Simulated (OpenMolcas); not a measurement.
**Ce3+: effect of the metal basis and ligand basis**

Ce3+ with 6 ligands (fluoride) in octahedral coordination (Oh) at 2.32 Å. A charge of +0.5 e stands 2.8 Å behind each ligand.

- Program: OpenMolcas
- Method: CASSCF
- Spin-orbit coupling: state interaction with AMFI integrals over the reference wave functions

Fixed: active space 1 electron in 7 orbitals (4f), DKH2 Hamiltonian.

States (labels of O, the rotations of Oh). Energies in cm-1 above the lowest state or level, χT in cm3 K/mol.

```tsv
Run	Metal basis	Ligand basis	Ground state	First state of that spin	First gap with spin-orbit (degeneracies)	Width of lowest J	χT at 300 K	Cost
A	ANO-RCC-VDZP	ANO-RCC-VDZP	2A2	2T2 633.0	913.6 (2, 4)	914	0.419	roughly 12 core-seconds
B	ANO-RCC-VTZP	ANO-RCC-VTZP	2A2	2T2 647.1	920.5 (2, 4)	920	0.417	roughly 100 core-seconds
```

Against A, the width of the lowest J multiplet changes by +0.7 % in B.

Costs are those of the RASSCF and RASSI steps.

No measured value stands beside these numbers; the geometry is a model, was not optimised and need not be the one that this ion takes.
